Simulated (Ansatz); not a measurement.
# Molecular dynamics of ClGaH4S

Input file:

```yaml
crystal:
  periodic: [false, false, false]
  atoms:
    - { symbol: Ga, position_ang: [0.091346, -0.367528, -0.164303] }
    - { symbol: Cl, position_ang: [-0.075703, -0.077366, 2.358082] }
    - { symbol: H, position_ang: [1.490049, 0.230106, -0.490408] }
    - { symbol: H, position_ang: [-1.335814, -0.008201, -0.672469] }
    - { symbol: S, position_ang: [0.288597, -2.608787, 0.499831] }
    - { symbol: H, position_ang: [-1.03447, -2.877106, 0.428985] }
    - { symbol: H, position_ang: [0.097895, -1.438718, 1.904486] }
basis:
  gaussian: { orbitals: def2-SVP }
hamiltonian:
  xc: pbe0
md:
  timestep: 0.5
  n_steps: 200
  ensemble: nve
  temperature: 300.0
  initial_velocities: maxwell_boltzmann
  seed: 2068
```

Launched with:

```bash
$ ansatz run input.yaml --threads 2 --pin off --max-ram 3072MiB --backend cpu --events-out ev --progress --plain --runs-dir out
```

It starts at the highest image of a converged band, a first-order saddle point between two minima.

Output, in part (one step line in 4, the closing report, with atoms numbered from 0):

```
md step     0: t =     0.00 fs  T =   300.0 K  F+E_penalty+E_count = -75773.23328387 eV  E_kin = 0.193890 eV  conserved = -75773.03939387 eV  (24 SCF iters)
md step     4: t =     2.00 fs  T =   247.6 K  F+E_penalty+E_count = -75773.19905455 eV  E_kin = 0.159994 eV  conserved = -75773.03906031 eV  (23 SCF iters)
md step     8: t =     4.00 fs  T =   182.1 K  F+E_penalty+E_count = -75773.15653869 eV  E_kin = 0.117715 eV  conserved = -75773.03882373 eV  (23 SCF iters)
md step    12: t =     6.00 fs  T =   185.5 K  F+E_penalty+E_count = -75773.15888553 eV  E_kin = 0.119904 eV  conserved = -75773.03898144 eV  (23 SCF iters)
md step    16: t =     8.00 fs  T =   208.8 K  F+E_penalty+E_count = -75773.17413251 eV  E_kin = 0.134960 eV  conserved = -75773.03917293 eV  (23 SCF iters)
md step    20: t =    10.00 fs  T =   187.4 K  F+E_penalty+E_count = -75773.16029024 eV  E_kin = 0.121148 eV  conserved = -75773.03914216 eV  (24 SCF iters)
md step    24: t =    12.00 fs  T =   141.5 K  F+E_penalty+E_count = -75773.13034332 eV  E_kin = 0.091470 eV  conserved = -75773.03887358 eV  (24 SCF iters)
md step    28: t =    14.00 fs  T =   158.5 K  F+E_penalty+E_count = -75773.14134784 eV  E_kin = 0.102432 eV  conserved = -75773.03891566 eV  (22 SCF iters)
md step    32: t =    16.00 fs  T =   223.3 K  F+E_penalty+E_count = -75773.18349513 eV  E_kin = 0.144287 eV  conserved = -75773.03920829 eV  (23 SCF iters)
md step    36: t =    18.00 fs  T =   238.4 K  F+E_penalty+E_count = -75773.19321717 eV  E_kin = 0.154047 eV  conserved = -75773.03917011 eV  (23 SCF iters)
md step    40: t =    20.00 fs  T =   208.1 K  F+E_penalty+E_count = -75773.17343019 eV  E_kin = 0.134512 eV  conserved = -75773.03891800 eV  (24 SCF iters)
md step    44: t =    22.00 fs  T =   218.5 K  F+E_penalty+E_count = -75773.18008115 eV  E_kin = 0.141239 eV  conserved = -75773.03884197 eV  (21 SCF iters)
md step    48: t =    24.00 fs  T =   288.6 K  F+E_penalty+E_count = -75773.22568133 eV  E_kin = 0.186500 eV  conserved = -75773.03918137 eV  (23 SCF iters)
md step    52: t =    26.00 fs  T =   309.4 K  F+E_penalty+E_count = -75773.23924696 eV  E_kin = 0.199946 eV  conserved = -75773.03930131 eV  (23 SCF iters)
md step    56: t =    28.00 fs  T =   249.0 K  F+E_penalty+E_count = -75773.19983334 eV  E_kin = 0.160908 eV  conserved = -75773.03892538 eV  (23 SCF iters)
md step    60: t =    30.00 fs  T =   229.7 K  F+E_penalty+E_count = -75773.18732503 eV  E_kin = 0.148458 eV  conserved = -75773.03886655 eV  (22 SCF iters)
md step    64: t =    32.00 fs  T =   269.5 K  F+E_penalty+E_count = -75773.21344322 eV  E_kin = 0.174205 eV  conserved = -75773.03923817 eV  (25 SCF iters)
md step    68: t =    34.00 fs  T =   257.7 K  F+E_penalty+E_count = -75773.20571410 eV  E_kin = 0.166581 eV  conserved = -75773.03913290 eV  (24 SCF iters)
md step    72: t =    36.00 fs  T =   208.8 K  F+E_penalty+E_count = -75773.17393366 eV  E_kin = 0.134954 eV  conserved = -75773.03897940 eV  (24 SCF iters)
md step    76: t =    38.00 fs  T =   179.9 K  F+E_penalty+E_count = -75773.15517120 eV  E_kin = 0.116300 eV  conserved = -75773.03887163 eV  (21 SCF iters)
md step    80: t =    40.00 fs  T =   207.2 K  F+E_penalty+E_count = -75773.17284945 eV  E_kin = 0.133897 eV  conserved = -75773.03895243 eV  (21 SCF iters)
md step    84: t =    42.00 fs  T =   255.7 K  F+E_penalty+E_count = -75773.20452259 eV  E_kin = 0.165253 eV  conserved = -75773.03927006 eV  (24 SCF iters)
md step    88: t =    44.00 fs  T =   231.2 K  F+E_penalty+E_count = -75773.18855021 eV  E_kin = 0.149423 eV  conserved = -75773.03912708 eV  (24 SCF iters)
md step    92: t =    46.00 fs  T =   192.4 K  F+E_penalty+E_count = -75773.16305250 eV  E_kin = 0.124336 eV  conserved = -75773.03871614 eV  (21 SCF iters)
md step    96: t =    48.00 fs  T =   255.7 K  F+E_penalty+E_count = -75773.20440409 eV  E_kin = 0.165268 eV  conserved = -75773.03913624 eV  (24 SCF iters)
md step   100: t =    50.00 fs  T =   300.1 K  F+E_penalty+E_count = -75773.23328755 eV  E_kin = 0.193983 eV  conserved = -75773.03930423 eV  (24 SCF iters)
md step   104: t =    52.00 fs  T =   259.5 K  F+E_penalty+E_count = -75773.20667713 eV  E_kin = 0.167714 eV  conserved = -75773.03896311 eV  (24 SCF iters)
md step   108: t =    54.00 fs  T =   234.6 K  F+E_penalty+E_count = -75773.19050873 eV  E_kin = 0.151635 eV  conserved = -75773.03887411 eV  (24 SCF iters)
md step   112: t =    56.00 fs  T =   261.8 K  F+E_penalty+E_count = -75773.20823013 eV  E_kin = 0.169200 eV  conserved = -75773.03903040 eV  (24 SCF iters)
md step   116: t =    58.00 fs  T =   291.5 K  F+E_penalty+E_count = -75773.22757144 eV  E_kin = 0.188419 eV  conserved = -75773.03915195 eV  (25 SCF iters)
md step   120: t =    60.00 fs  T =   277.6 K  F+E_penalty+E_count = -75773.21860555 eV  E_kin = 0.179403 eV  conserved = -75773.03920258 eV  (23 SCF iters)
md step   124: t =    62.00 fs  T =   220.9 K  F+E_penalty+E_count = -75773.18168259 eV  E_kin = 0.142800 eV  conserved = -75773.03888297 eV  (24 SCF iters)
md step   128: t =    64.00 fs  T =   219.1 K  F+E_penalty+E_count = -75773.18051063 eV  E_kin = 0.141597 eV  conserved = -75773.03891375 eV  (24 SCF iters)
md step   132: t =    66.00 fs  T =   261.5 K  F+E_penalty+E_count = -75773.20824357 eV  E_kin = 0.168998 eV  conserved = -75773.03924565 eV  (23 SCF iters)
md step   136: t =    68.00 fs  T =   239.3 K  F+E_penalty+E_count = -75773.19385568 eV  E_kin = 0.154692 eV  conserved = -75773.03916395 eV  (23 SCF iters)
md step   140: t =    70.00 fs  T =   174.3 K  F+E_penalty+E_count = -75773.15149874 eV  E_kin = 0.112670 eV  conserved = -75773.03882876 eV  (22 SCF iters)
md step   144: t =    72.00 fs  T =   173.5 K  F+E_penalty+E_count = -75773.15102234 eV  E_kin = 0.112139 eV  conserved = -75773.03888368 eV  (21 SCF iters)
md step   148: t =    74.00 fs  T =   221.4 K  F+E_penalty+E_count = -75773.18229522 eV  E_kin = 0.143112 eV  conserved = -75773.03918339 eV  (24 SCF iters)
md step   152: t =    76.00 fs  T =   219.6 K  F+E_penalty+E_count = -75773.18109599 eV  E_kin = 0.141895 eV  conserved = -75773.03920058 eV  (24 SCF iters)
md step   156: t =    78.00 fs  T =   167.5 K  F+E_penalty+E_count = -75773.14714726 eV  E_kin = 0.108237 eV  conserved = -75773.03890977 eV  (22 SCF iters)
md step   160: t =    80.00 fs  T =   161.2 K  F+E_penalty+E_count = -75773.14312399 eV  E_kin = 0.104211 eV  conserved = -75773.03891262 eV  (21 SCF iters)
md step   164: t =    82.00 fs  T =   201.5 K  F+E_penalty+E_count = -75773.16939177 eV  E_kin = 0.130221 eV  conserved = -75773.03917113 eV  (24 SCF iters)
md step   168: t =    84.00 fs  T =   204.8 K  F+E_penalty+E_count = -75773.17150825 eV  E_kin = 0.132352 eV  conserved = -75773.03915605 eV  (24 SCF iters)
md step   172: t =    86.00 fs  T =   164.1 K  F+E_penalty+E_count = -75773.14508767 eV  E_kin = 0.106086 eV  conserved = -75773.03900144 eV  (24 SCF iters)
md step   176: t =    88.00 fs  T =   135.6 K  F+E_penalty+E_count = -75773.12647784 eV  E_kin = 0.087648 eV  conserved = -75773.03882938 eV  (21 SCF iters)
md step   180: t =    90.00 fs  T =   172.3 K  F+E_penalty+E_count = -75773.15033729 eV  E_kin = 0.111331 eV  conserved = -75773.03900660 eV  (22 SCF iters)
md step   184: t =    92.00 fs  T =   212.4 K  F+E_penalty+E_count = -75773.17660903 eV  E_kin = 0.137299 eV  conserved = -75773.03931037 eV  (24 SCF iters)
md step   188: t =    94.00 fs  T =   167.5 K  F+E_penalty+E_count = -75773.14732509 eV  E_kin = 0.108276 eV  conserved = -75773.03904888 eV  (24 SCF iters)
md step   192: t =    96.00 fs  T =   127.2 K  F+E_penalty+E_count = -75773.12094910 eV  E_kin = 0.082186 eV  conserved = -75773.03876278 eV  (21 SCF iters)
md step   196: t =    98.00 fs  T =   174.4 K  F+E_penalty+E_count = -75773.15187742 eV  E_kin = 0.112706 eV  conserved = -75773.03917180 eV  (24 SCF iters)
md step   200: t =   100.00 fs  T =   190.8 K  F+E_penalty+E_count = -75773.16253494 eV  E_kin = 0.123318 eV  conserved = -75773.03921717 eV  (24 SCF iters)
Total energy: -75773.16256227 eV, -2784.6123632691 hartree
Atom 0 at     0.108565    -0.485371    -0.303062 Å, force    -0.256679    -0.070582     0.147089 eV/Å
Atom 1 at    -0.120693     0.178816     2.844418 Å, force    -0.005953     0.098892    -0.119208 eV/Å
Atom 2 at     1.448694     0.266854    -0.465644 Å, force     0.190832     0.088399     0.006956 eV/Å
Atom 3 at    -1.336343     0.051871    -0.589649 Å, force     0.085593    -0.079112    -0.036962 eV/Å
Atom 4 at     0.307982    -2.647045     0.252227 Å, force    -0.488878     0.047570    -0.129226 eV/Å
Atom 5 at    -0.994458    -2.961620    -0.035236 Å, force     0.440445     0.125264     0.183818 eV/Å
Atom 6 at    -0.125560    -1.092656     2.630430 Å, force     0.034640    -0.210431    -0.052467 eV/Å
Dipole moment:    -0.207081    -0.043387    -0.021924 e Å
```

All steps were run. The conserved energy stayed within 0.097 meV per atom of its start (net change 0.025 meV per atom), so the integration is sound. A run of 0.1 ps of so small a system gives no equilibrium averages. The orbitals stay closed-shell, which can raise the energy where a bond breaks towards radicals; this wasn't checked here.

Between its relaxed ends the band would form Cl2–H7 and break S5–H7. These pairs go: Cl2–H7 1.45 → 1.29 Å, S5–H7 1.84 → 2.87 Å. In the last frame they stand as after the step (other bonds may differ from the relaxed reactants and products). Also parted: Ga1–Cl2 2.54 → 3.22 Å. It ends as ClH + GaH3S. Pairs count as bonded within 1.25 times the sum of covalent radii (0.12 Å more for H–H).

Last frame:

```xyz
7
Properties=species:S:1:pos:R:3
Ga 0.109 -0.485 -0.303
Cl -0.121 0.179 2.844
H 1.449 0.267 -0.466
H -1.336 0.052 -0.590
S 0.308 -2.647 0.252
H -0.995 -2.962 -0.035
H -0.126 -1.093 2.630
```

The run took 5.2 min on 2 threads of Arm Neoverse V2, with other jobs on the host, peak memory 0.19 GiB.
